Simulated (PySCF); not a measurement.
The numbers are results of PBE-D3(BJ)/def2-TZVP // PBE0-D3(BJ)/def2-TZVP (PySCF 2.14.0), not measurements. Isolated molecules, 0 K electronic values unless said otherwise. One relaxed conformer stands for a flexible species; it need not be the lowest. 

Reference species (SMILES): `C1CCCC1` (neutral, multiplicity 1).

```
Property     Value
--------  --------
HOMO      -7.30 eV
```

Changed species: `CC1(C)CC1`.

Question: Give the shifts of the HOMO.

Answer: the HOMO increases by 0.96 eV, to -6.34 eV.
